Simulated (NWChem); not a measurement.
The numbers come from NWChem runs, not from measurements. System: H$_{2}$Ge, charge 0, spin multiplicity 1, at a geometry optimised with B3LYP/def2-SVP. The structure started from a generated list of species. Level: B3LYP/6-31G* (spherical d), VWN1-RPA local correlation.

Part of the output:

```
             Northwest Computational Chemistry Package (NWChem) 7.3.0
             --------------------------------------------------------

                                NWChem Input Module
                                -------------------

 Scaling coordinates for geometry "geometry" by  1.889725989
 (inverse scale =  0.529177249)

 Turning off AUTOSYM since
 SYMMETRY directive was detected!

                             Geometry "geometry" -> ""
                             -------------------------

 Output coordinates in angstroms (scale by  1.889725989 to convert to a.u.)

  No.       Tag          Charge          X              Y              Z
 ---- ---------------- ---------- -------------- -------------- --------------
    1 Ge                  32.0000     0.00000000     0.00000000     0.06635100
    2 H                    1.0000    -1.14248900     0.00000000    -1.06161800
    3 H                    1.0000     1.14248900     0.00000000    -1.06161800

 Effective nuclear repulsion energy (a.u.)      21.3263105001

            Nuclear Dipole moment (a.u.)
            ----------------------------
        X                 Y               Z
 ---------------- ---------------- ----------------
     0.0000000000     0.0000000000    -0.0000075589

      Symmetry information
      --------------------

 Group name             C2v
 Group number             16
 Group order               4
 No. of unique centers     2

      Symmetry unique atoms

     1    2


 Summary of "ao basis" -> "" (spherical)
 ------------------------------------------------------------------------------
       Tag                 Description            Shells   Functions and Types
 ---------------- ------------------------------  ------  ---------------------
 *                           6-31g*                   on all atoms

                                 NWChem DFT Module
                                 -----------------

 Summary of "ao basis" -> "ao basis" (spherical)
 ------------------------------------------------------------------------------
       Tag                 Description            Shells   Functions and Types
 ---------------- ------------------------------  ------  ---------------------
 Ge                          6-31g*                 12       32   5s4p3d
 H                           6-31g*                  2        2   2s

 Summary of "ao basis" -> "ao basis" (spherical)
 ------------------------------------------------------------------------------
[...]
    13      0.135714  1 Ge pz                14     -0.106505  1 Ge s
     2      0.099397  1 Ge s                 34     -0.086838  2 H  s
    36     -0.086838  3 H  s                  9     -0.056536  1 Ge pz

 Vector   16  Occ=2.000000D+00  E=-3.146932D-01  Symmetry=b1
              MO Center=  4.0D-15, -6.2D-16, -6.6D-01, r^2= 2.2D+00
   Bfn.  Coefficient  Atom+Function         Bfn.  Coefficient  Atom+Function
  ----- ------------  ---------------      ----- ------------  ---------------
    11      0.456216  1 Ge px                34     -0.264636  2 H  s
    36      0.264636  3 H  s                 33     -0.230920  2 H  s
    35      0.230920  3 H  s                  7     -0.185687  1 Ge px
    15      0.091770  1 Ge px                31      0.075870  1 Ge d  1
    21     -0.069516  1 Ge d  1               3      0.056002  1 Ge px

 Vector   17  Occ=2.000000D+00  E=-2.463876D-01  Symmetry=a1
              MO Center= -6.3D-16, -3.3D-16,  1.3D-01, r^2= 2.5D+00
   Bfn.  Coefficient  Atom+Function         Bfn.  Coefficient  Atom+Function
  ----- ------------  ---------------      ----- ------------  ---------------
    13     -0.504642  1 Ge pz                10      0.478434  1 Ge s
    34      0.205827  2 H  s                 36      0.205827  3 H  s
     9      0.200213  1 Ge pz                17     -0.190641  1 Ge pz
    14     -0.177472  1 Ge s                  6     -0.173688  1 Ge s
    33      0.157804  2 H  s                 35      0.157804  3 H  s

 Vector   18  Occ=0.000000D+00  E=-1.205486D-01  Symmetry=b2
              MO Center= -1.7D-16,  4.5D-15,  4.3D-02, r^2= 2.8D+00
   Bfn.  Coefficient  Atom+Function         Bfn.  Coefficient  Atom+Function
  ----- ------------  ---------------      ----- ------------  ---------------
    12      0.681707  1 Ge py                16      0.436078  1 Ge py
     8     -0.252083  1 Ge py                 4      0.075452  1 Ge py

 Vector   19  Occ=0.000000D+00  E= 3.843439D-02  Symmetry=b1
              MO Center= -6.7D-15, -2.3D-16,  1.7D-01, r^2= 4.3D+00
   Bfn.  Coefficient  Atom+Function         Bfn.  Coefficient  Atom+Function
  ----- ------------  ---------------      ----- ------------  ---------------
    15      0.941615  1 Ge px                34      0.765488  2 H  s
    36     -0.765488  3 H  s                 11      0.479278  1 Ge px
    33      0.149680  2 H  s                 35     -0.149680  3 H  s
     7     -0.148088  1 Ge px                21      0.089082  1 Ge d  1
    31     -0.068114  1 Ge d  1               3      0.043819  1 Ge px

 Vector   20  Occ=0.000000D+00  E= 8.127800D-02  Symmetry=a1
              MO Center=  7.2D-16,  2.7D-16,  1.9D-01, r^2= 4.3D+00
   Bfn.  Coefficient  Atom+Function         Bfn.  Coefficient  Atom+Function
  ----- ------------  ---------------      ----- ------------  ---------------
    10      1.414395  1 Ge s                 14      0.833102  1 Ge s
    34      0.528033  2 H  s                 36      0.528033  3 H  s
    17      0.474475  1 Ge pz                13      0.406844  1 Ge pz
     6     -0.201551  1 Ge s                  9     -0.113272  1 Ge pz
    33      0.102245  2 H  s                 35      0.102245  3 H  s

 center of mass
 --------------
 x =   0.00000000 y =   0.00000000 z =   0.06880630

 moments of inertia (a.u.)
 ------------------
           8.915047517175           0.000000000000           0.000000000000
           0.000000000000          18.310481581557           0.000000000000
           0.000000000000           0.000000000000           9.395434064383

     Multipole analysis of the density
     ---------------------------------

     L   x y z        total         alpha         beta         nuclear
     -   - - -        -----         -----         ----         -------
     0   0 0 0     -0.000000    -17.000000    -17.000000     34.000000

     1   1 0 0      0.000000      0.000000      0.000000      0.000000
     1   0 1 0     -0.000000     -0.000000     -0.000000      0.000000
     1   0 0 1     -0.035698     -0.017845     -0.017845     -0.000008

     2   2 0 0    -15.062046    -12.192266    -12.192266      9.322486
     2   1 1 0      0.000000      0.000000      0.000000      0.000000
     2   1 0 1      0.000000      0.000000      0.000000      0.000000
     2   0 2 0    -11.994276     -5.997138     -5.997138      0.000000
     2   0 1 1      0.000000      0.000000      0.000000      0.000000
     2   0 0 2    -16.369115    -12.460807    -12.460807      8.552499

 Task  times  cpu:        0.4s     wall:        0.4s

 Total times  cpu:        0.5s     wall:        0.5s
```

Q: Write an NWChem input that would produce this output.

A: Several could match; the one computed here: 
```
start mol
memory heap 200 mb stack 900 mb global 1100 mb
geometry units angstroms nocenter noautoz
  Ge     0.000000     0.000000     0.066351
  H     -1.142489     0.000000    -1.061618
  H      1.142489     0.000000    -1.061618
  symmetry group C2v
end
basis spherical
  * library 6-31g*
end
dft
  xc b3lyp
  semidirect memsize 60000000 filesize 0
  iterations 100
end
task dft energy
```
